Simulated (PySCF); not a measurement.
Core-level binding energies of Zn(N(SiH3)2)2

Species: Zn(N(SiH3)2)2 (singlet state).
Cartesian coordinates in Å at the PBE0-D3(BJ)/def2-SVP level; atoms count from 1:
```
atom  x, y, z in Å
Zn1   -0.0084   -0.0043    0.0041
N2    -0.0011   -0.0095    1.8328
Si3   -1.5221    0.1671    2.6603
Si4    1.5225   -0.1946    2.6530
H5    -1.8681   -1.0339    3.4860
H6    -2.5948    0.3465    1.6277
H7    -1.5381    1.3586    3.5677
H8     1.8367    0.9743    3.5352
H9     2.6004   -0.3046    1.6171
H10    1.5656   -1.4269    3.5038
N11   -0.0143    0.0063   -1.8247
Si12   0.0699    1.5442   -2.6351
Si13  -0.0823   -1.5186   -2.6601
H14    1.3121    1.6917   -3.4592
H15    0.0752    2.6204   -1.5909
H16   -1.1014    1.7712   -3.5407
H17   -1.2747   -1.6195   -3.5608
H18   -0.1749   -2.6086   -1.6345
H19    1.1351   -1.7663   -3.4972
```

Theory: PySCF, delta-SCF UKS SCAN, pcX-2 on the ionised atom (unc-x2c-TZVPall on a metal), pcseg-1 elsewhere, spin-free X2C. Vertical ΔSCF values, vacuum level as zero.

Q: List the computed XPS lines with their assignment.

A: 
| atom(s) | environment | level | binding energy (eV) | 2p1/2 (eV) | count |
| --- | --- | --- | --- | --- | --- |
| Si3/Si4/Si12/Si13 | silicon bonded to N and 3 H | Si 2p3/2 | 106.95 | 107.58 | 4 |
| N2/N11 | nitrogen bonded to 2 Si and Zn | N 1s | 403.57 | – | 2 |
| Si3/Si4/Si12/Si13 | silicon bonded to N and 3 H | Si 1s | 1846.83 | – | 4 |

Q: Which photon energy gives electrons from N 1s of N2 (atom 2)/N11 a kinetic energy of 150 eV, and what is their de Broglie wavelength?

A: hν = 403.57 + 150 = 553.57 eV, recoil neglected; λ = 12.264 Å/√(E/eV) = 1.00 Å.

Q: Which effective nuclear charge Zeff reproduces each element's mean 1s value in the hydrogen-like formula E = 13.606 eV × Zeff²?

A: N (Z = 7): mean 403.6 eV, Zeff = 5.45, Z − Zeff = 1.55; Si (Z = 14): mean 1846.8 eV, Zeff = 11.65, Z − Zeff = 2.35. Means run over the listed sites, weighted by atom count.

Topologically equivalent atoms share the value of their first member; where this conformer doesn't relate them by symmetry, their own values could differ. Not every level is listed. 2p3/2 and 2p1/2 are the ΔSCF energy of one spin-free 2p hole plus the eigenvalues of a spin–orbit and ligand-field matrix of the shell. 2p1/2 minus 2p3/2 (ligand field included): Si 0.62 eV. No level of zinc is listed. Geometry: PBE0-D3(BJ)/def2-SVP; no solvent, vibrations or thermal averaging. Metal 2p energies of this one-determinant scheme are less reliable than its 1s energies.
